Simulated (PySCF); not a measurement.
B(F)(I)(OH) (BFHIO), SMILES OB(F)I. The structure is a stationary point at PBE-D3(BJ)/def2-SVP. The def2 effective core potentials stand for the cores of I; spin–orbit coupling is left out. Other conformers were not sampled.

Level of theory: PBE-D3(BJ)/def2-SVP (PySCF 2.14.0).

Harmonic wavenumbers (cm⁻¹): 255, 297, 461, 555, 583, 957, 1199, 1427, 3697. Rotational constants (GHz): 10.25, 2.033, 1.697; symmetry number 1.

Work out the zero-point energy and the ideal-gas rigid-rotor harmonic-oscillator thermochemistry at 298.15 K and 1 atm.

ZPE = ½ Σ hcν = ½ × 9432 cm⁻¹ = 56.41 kJ/mol. H − E(el) = 70.48 kJ/mol. Entropy in J/(mol K): translation 173.07, rotation 111.34, vibration 21.22, total 305.62. G − E(el) = -20.64 kJ/mol. Cp = 65.45 J/(mol K).
